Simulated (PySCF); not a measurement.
C₇H₆N₂S₂.
Z-matrix (Å and degrees, GFN2-xTB geometry), rows numbered from 1:
```
C 
S   1  1.8141
C   2  1.7625  1  103.86
C   3  1.4095  2  115.08  1   179.98
C   4  1.3723  3  121.82  2   179.72
C   5  1.3900  4  117.96  3    -0.02
S   6  1.7257  5  132.20  4  -179.65
N   7  1.6767  6   90.80  5  -179.99
N   8  1.2436  7  114.89  6    -0.03
C   9  1.3562  8  114.89  7    -0.04
C   3  1.3785  2  124.04  1    -0.03
H   1  1.0860  2  110.03  3    61.71
H   1  1.0855  2  105.55  3  -179.87
H   1  1.0858  2  109.95  3   -61.43
H   4  1.0793  3  118.03  2    -0.33
H   5  1.0781  4  121.16  3  -179.95
H  11  1.0762  3  123.44  2     0.16
```

Computed at PBE0/pcSseg-1 (PySCF, non-relativistic), with Q(33S) = −0.0678 b, Q(14N) = 0.02044 b: S2, 33S (I = 3/2): χzz = 44.55 MHz, η = 0.736; S7, 33S (I = 3/2): χzz = -33.40 MHz, η = 0.662; N8, 14N (I = 1): χzz = -5.331 MHz, η = 0.247; N9, 14N (I = 1): χzz = -5.286 MHz, η = 0.091.

Find the zero-field quadrupole resonance frequencies of 33S at S2.

From ν = (|χ|/2)√(1 + η²/3): ν = 24.20 MHz (sulfide sulfur).

Where would the pure quadrupole (NQR) lines of 33S at S7 fall for the rigid, isolated species?

From ν = (|χ|/2)√(1 + η²/3): ν = 17.88 MHz (ring sulfur).

Where would the pure quadrupole (NQR) lines of 14N at N8 fall for the rigid, isolated species?

From ν± = (3/4)|χ|(1 ± η/3) and ν0 = |χ|η/2: ν+ 4.327 MHz, ν− 3.670 MHz, ν0 0.657 MHz (pyridine-type nitrogen).

Find the zero-field quadrupole resonance frequencies of 14N at N9.

From ν± = (3/4)|χ|(1 ± η/3) and ν0 = |χ|η/2: ν+ 4.085 MHz, ν− 3.844 MHz, ν0 0.240 MHz (pyridine-type nitrogen).

In a crystal, neighbours and librations shift these lines. GFN2-xTB bond lengths can be off by several hundredths of an ångström, more for odd bonds, and the gradients follow them. The basis is small and wasn't made for field gradients, so the couplings can be 20 % off.

One conformer stands for the species.
